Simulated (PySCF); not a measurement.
H2.

```xyz
2

H      0.0000     0.0000    -0.3731
H      0.0000     0.0000     0.3731
```

Coordinates come from a PBE0-D3(BJ)/def2-TZVPD optimisation.

Method: HF/pcSseg-2 (PySCF). Non-relativistic, no solvent.

Computed absolute GIAO shielding of each atom: isotropic value and principal components (ppm):
| atom | σ(iso) | σ11 | σ22 | σ33 | span |
|---|---|---|---|---|---|
| H1 | 26.4 | 25.8 | 25.8 | 27.7 | 1.9 |
| H2 | 26.4 | 25.8 | 25.8 | 27.7 | 1.9 |
